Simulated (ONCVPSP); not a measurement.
boron, ONCV: configuration errors across variants

ONCVPSP 4.0.1 input, shortened (lines: element, Z, core and valence counts, functional; n l f; lmax; l rc ep ncon nbas qcut; lloc lpopt rc5 dvloc0; l nproj debl; icmod fcfact rcfact), PBE, scalar-relativistic:

```
  B 5.00    1    2        4      upf
    1    0    2.00
    2    0    2.00
    2    1    0.50
    2
    0    1.60    0.00    5    8    4.40
    1    3.80    0.00    5   10    4.30
    2    4.00    0.27    4    7    2.40
    4    5    1.25    0.00
    0    2    1.50
    1    2    3.80
    2    1    3.40
    3    4.75    1.65
```

All-electron excitation energies from the reference (eV): (1) 2s2 2p1 -2.887; (2) 2s2 2p0 5.332; (3) 2s1 2p0 30.754; (4) 2s1 2p1 11.473.

Errors AE − PS in meV (a dash: test not solved or not reliable):

```tsv
change	(1)	(2)	(3)	(4)	bound ghosts	GHOST(+) flags above zero
base	+1.9	+59	+249	-134	none	p, d
s: rc 1.16; local potential polynomial inside 1.16 bohr (lpopt 5, dvloc0 0 Ha)	+1.8	+59	+251	-132	none	s, p, d
s: rc 1.48	+1.8	+59	+251	-133	none	p, d
s: rc 1.72	+2.0	+59	+246	-137	none	p, d
s: rc 1.88	+2.3	+60	+241	-140	none	p, d
s: rc 2.1	+2.8	+60	+231	-147	none	p, d
s: rc 2.3	+3.4	+61	+220	-154	none	p, d
```

Task: Give the same row for: s: rc 1.32.

Result: +1.8, +59, +252, -132; bound ghosts: none; GHOST(+) flags above zero: p, d.
